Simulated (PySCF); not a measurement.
# One molecule, several mistakes: CH4NOSi

Calculated results; nothing here was measured. They come from PySCF 2.14.0, an open-source quantum chemistry program, on an isolated molecule that a program drew, which may never have been made. The molecule is CH4NOSi (charge 0, doublet), drawn as the SMILES string `N[CH][SiH]=O`.

Each row is a Hartree-Fock (HF) and frozen-core CCSD(T) single point in the cc-pV(D+d)Z basis, meant for a local HF minimum. Run 1 is clean. Each other run has one planted mistake out of seven kinds, and not every kind appears here: one electron removed, one electron added, multiplicity raised by two, geometry at a saddle point, minimal basis STO-3G, one bond length entered in bohr, all coordinates scaled. The reference is restricted for singlets and unrestricted otherwise, and also for a bond in bohr. Adding or removing an electron swaps singlet and doublet. Electrons count all cores. HOMO and LUMO are orbital energies over both spins, the gradient is its largest component, and the lowest frequency (negative if imaginary) is given only where the gradient is small. Bond lengths are over the 7 bonds as drawn. T1 is the CCSD diagnostic: over 0.02 (restricted) or 0.045 (unrestricted) a single reference is doubtful.

Geometry of the clean run:
```xyz
8
CH4NOSi, angstrom
N    -0.7955   -1.0770   -1.2667
C    -0.1852   -1.3619   -0.0831
Si   -0.9767   -1.0782    1.5076
O    -2.3266   -0.4362    1.6784
H    -0.2485   -0.9972   -2.0984
H    -1.6310   -0.5267   -1.2474
H     0.7983   -1.8126   -0.1629
H    -0.1117   -1.5507    2.6020
```

| run | electrons | basis functions | <S^2> | HOMO (eV) | LUMO (eV) | gradient (hartree/bohr) | lowest frequency (cm^-1) | mean bond (Å) | longest bond (Å) | T1 | HF (hartree) | CCSD(T) (hartree) | mistake |
|---|---|---|---|---|---|---|---|---|---|---|---|---|---|
| 1 | 39 | 85 | 0.765 | -8.54 | 1.55 | 2.5e-05 | 152 | 1.3175 | 1.799 | 0.0213 | -458.42130 | -459.04042 | no fault |
| 2 | 39 | 85 | 0.762 | -8.34 | 1.83 | 1.0e-01 | - | 1.2543 | 1.713 | 0.0183 | -458.39590 | -459.00183 | all coordinates scaled |
| 3 | 39 | 28 | 1.033 | -4.54 | 6.41 | 5.8e-02 | - | 1.3175 | 1.799 | 0.0681 | -452.77554 | -453.02425 | minimal basis STO-3G |
| 4 | 39 | 85 | 3.783 | -4.56 | 0.40 | 1.6e-01 | - | 1.3175 | 1.799 | 0.0271 | -458.26109 | -458.83188 | multiplicity raised by two |
| 5 | 39 | 85 | 0.767 | -8.48 | 1.63 | 5.4e-05 | -368 | 1.3171 | 1.800 | 0.0213 | -458.41699 | -459.03616 | ? |
| 6 | 39 | 85 | 1.601 | -8.64 | 1.17 | 1.3e-02 | - | 1.5047 | 2.783 | 0.0444 | -458.30631 | -458.91981 | ? |

**Which mistake was planted in run 5, and what did it cost?**

The gradient is small, so the point is stationary, but the lowest frequency is imaginary (-368 cm^-1). So the mistake is: geometry at a saddle point. Subtracting run 1 and multiplying by 627.51 kcal/mol a hartree, the energy moved by 2.7 kcal/mol in HF and 2.7 kcal/mol in CCSD(T).

**Which mistake was planted in run 6, and what did it cost?**

The mean bond changes by a factor of 1.142 and the longest by 1.547, so the molecule wasn't scaled as a whole. A length L in bohr read as angstrom grows by (1/0.5292 - 1) L = 0.890 L. The 7 bonds together grew by 7 x 0.1872 = 1.310 Å, which gives L = 1.473 Å. That is bond Si3-H8, 1.473 Å in the clean geometry. So the mistake is: one bond length entered in bohr. Subtracting run 1 and multiplying by 627.51 kcal/mol a hartree, the energy moved by 72.2 kcal/mol in HF and 75.7 kcal/mol in CCSD(T).

Cautions from the logs. Run 3: T1 is over the limit, so its CCSD(T) energy is less reliable.
